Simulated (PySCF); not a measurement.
# Ionising InF

PBE0; In aug-cc-pVDZ-PP with ECP28, F aug-cc-pVDZ; scalar-relativistic core potentials (PySCF 2.14). Neutral (UKS): singlet (closed shell), Re = 2.016 Å, ωe = 517 cm⁻¹, De = 5.41 eV, HOMO -7.62 eV, LUMO -1.66 eV.

InF⁻ (UKS): doublet (π ↑), Re = 2.086 Å, ωe = 421 cm⁻¹, De = 2.35 eV to In + F⁻. The energies at the minima are -289.95364 hartree for InF and -289.96213 for InF⁻.

**Question.** Work out the adiabatic electron affinity, without and with harmonic zero-point energies (1 hartree = 27.2114 eV, 1 eV = 8065.5 cm⁻¹), and the change of the bond length.

**Answer.** At PBE0: 0.00849 hartree = 0.231 eV between the minima; the zero-point term (517.0 − 421.0)/2 cm⁻¹ = +0.006 eV makes it 0.237 eV. Re changes by +7.0 pm against the neutral. The electron enters a π orbital; in so polar a molecule the change of length follows mostly from the change of the ionic charges.

These are scalar-relativistic numbers at best; spin–orbit coupling would shift them, the dissociation energy most. For an ion De counts to the pair picked by the measured ionisation energies or electron affinities, which need not be the lowest pair at this level. The highest Kohn–Sham level is positive in this anion. Much of that is self-interaction error, but it also means that the finite basis helps to hold the extra electron. States were picked by a PBE0 search and need not be the measured ground states.
